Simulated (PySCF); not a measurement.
Species: C8H12O2.
SMILES with atom numbers: `[CH3:1][C@@:2]1([O:3][CH:4]=[O:5])[CH2:6][CH:7]=[CH:8][CH2:9][CH2:10]1` (hydrogens: H11, H12, H13 on C1; H14 on C4; H15, H16 on C6; H17 on C7; H18 on C8; H19, H20 on C9; H21, H22 on C10)

Structure used (PBE0-D3(BJ)/def2-SVP), in Å, numbered top down from 1:
```
atom  x, y, z in Å
C1     1.6887   -1.1634   -0.8348
C2     0.5540   -0.3324   -0.2595
O3     0.8119   -0.0521    1.1470
C4     1.8600    0.6537    1.5437
O5     2.7183    1.1370    0.8588
C6     0.3477    0.9742   -1.0291
C7    -0.9364    1.6672   -0.6871
C8    -1.9339    1.0826   -0.0164
C9    -1.8731   -0.3373    0.4548
C10   -0.7546   -1.1171   -0.2248
H11    1.4154   -1.5159   -1.8401
H12    1.8723   -2.0439   -0.2010
H13    2.6135   -0.5765   -0.9038
H14    1.8300    0.7359    2.6521
H15    1.2101    1.6350   -0.8572
H16    0.3713    0.7382   -2.1086
H17   -1.0402    2.7077   -1.0113
H18   -2.8354    1.6583    0.2175
H19   -2.8401   -0.8371    0.2782
H20   -1.7254   -0.3509    1.5494
H21   -1.0309   -1.3399   -1.2684
H22   -0.5885   -2.0812    0.2810
```

Method used: PBE0-D3(BJ)/def2-SVP geometry optimisation, gas phase in PySCF 2.14.0.

Take the most abundant isotopes and a rigid rotor. The values belong to one conformer with, in the numbering `[CH3:1][C@@:2]1([O:3][CH:4]=[O:5])[CH2:6][CH:7]=[CH:8][CH2:9][CH2:10]1`, C1–C2–O3–C4 63°, C2–O3–C4–O5 -1°, C1–C2–C6–C7 167°, C2–C6–C7–C8 -14°, C7–C8–C9–C10 -15°, C8–C9–C10–C2 46°.

Problem. What are A, B and C (MHz)?

Solution. Ia = 238.21, Ib = 448.83, Ic = 493.75 u·Å²; 505379 MHz·u·Å²/I gives A = 2122, B = 1126, C = 1024 MHz.

Problem. Classify the top.

Solution. An asymmetric top; Ray's κ = -0.813.

Problem. Is it planar, by Δ = Ic − Ia − Ib?

Solution. Not planar: Δ = Ic − Ia − Ib = -193.29 u·Å². For a rigid frame Δ = −2 Σ m c², so Σ m c² = 96.64 u·Å² lies off the ab plane: 23.66 from hydrogen and 72.99 from heavier atoms. The atom farthest from that plane is 2.24 Å away.

Problem. Give the other two planar moments, Paa and Pbb, and the rms extents of the mass along the axes.

Solution. Paa = Σ m a² = (Ib + Ic − Ia)/2 = 352.18 and Pbb = Σ m b² = (Ia + Ic − Ib)/2 = 141.56 u·Å². With the mass M = 140.08 u, the rms extents √(P/M) along a, b and c are 1.59, 1.01, 0.83 Å.

Problem. Where do the levels up to J = 2 lie, in MHz?

Solution. Above 0(0,0):
J = 1: 1(0,1) 2150, 1(1,1) 3145, 1(1,0) 3248
J = 2: 2(0,2) 6441, 2(1,2) 7342, 2(1,1) 7649, 2(2,1) 10636, 2(2,0) 10643
The levels of one J sum to (2J + 1)J(J + 1)(A + B + C)/3.

Problem. Which lines would a microwave search look for?

Solution. The dipole components are |μa| = 1.63 D, |μb| = 1.16 D, |μc| = 0.40 D. Intensities carry the squares of the components, which stand as 1.00 : 0.51 : 0.06 (a : b : c). Some lines, for components of 0.1 D or more:

```
type  branch         J(Ka,Kc)   MHz  lower level (cm⁻¹)
   c       Q  2(1,2) ← 2(0,2)   901               0.215
   c       Q  1(1,1) ← 1(0,1)   996               0.072
   b       Q  1(1,0) ← 1(0,1)  1098               0.072
   b       Q  2(1,1) ← 2(0,2)  1208               0.215
   c       Q  2(2,1) ← 2(1,1)  2987               0.255
   b       Q  2(2,0) ← 2(1,1)  2994               0.255
   c       R  1(1,0) ← 0(0,0)  3248               0.000
   b       Q  2(2,1) ← 2(1,2)  3294               0.245
   a       R  2(1,2) ← 1(1,1)  4197               0.105
   a       R  2(0,2) ← 1(0,1)  4292               0.072
   a       R  2(1,1) ← 1(1,0)  4402               0.108
   b       R  2(1,2) ← 1(0,1)  5192               0.072
   c       R  2(1,1) ← 1(0,1)  5500               0.072
   b       R  2(2,1) ← 1(1,0)  7388               0.108
   c       R  2(2,0) ← 1(1,0)  7396               0.108
   c       R  2(2,1) ← 1(1,1)  7491               0.105
   b       R  2(2,0) ← 1(1,1)  7498               0.105
```

Problem. Estimate the classical rotational partition function at 25 K, 100 K and 200 K.

Solution. Point group C1, symmetry number σ = 1; q = (√π/σ)·√((kT/h)³/(ABC)), k/h = 20836.6 MHz/K: 13500 at 25 K, 108000 at 100 K, 305000 at 200 K.

PBE0-D3(BJ)/def2-SVP frequencies: not computed here. These are rigid-rotor constants of the computed structure; measured ground-state constants (B0) also hold zero-point vibration. A rigid rotor knows nothing of internal rotation, which can split or shift real lines.
